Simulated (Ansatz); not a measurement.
A structure relaxed at PBE0-D4/def2-TZVP, charge 0, multiplicity 1:

```xyz
9

N     0.869   -0.522    1.196
C     0.106    0.170    0.478
O    -0.422    1.321    0.934
C    -0.384   -0.051   -0.927
Br    0.287   -1.665   -1.732
H     1.181   -1.356    0.707
H    -0.088    1.433    1.835
H    -0.078    0.781   -1.559
H    -1.471   -0.111   -0.932
```

Give its formula and SMILES.

C2H4BrNO, `N=C(O)CBr`.

Point group (tolerance 0.08 Å, 0.16 Å for H)?

Cs.

Summarise the bond lengths by kind.

1 × C–N 1.256 Å; 1 × H–N 1.016 Å; 1 × C–O 1.346 Å; 1 × C–C 1.504 Å; 1 × H–O 0.967 Å; 1 × Br–C 1.924 Å; 2 × C–H 1.089 Å.

All numbers were calculated with Ansatz.
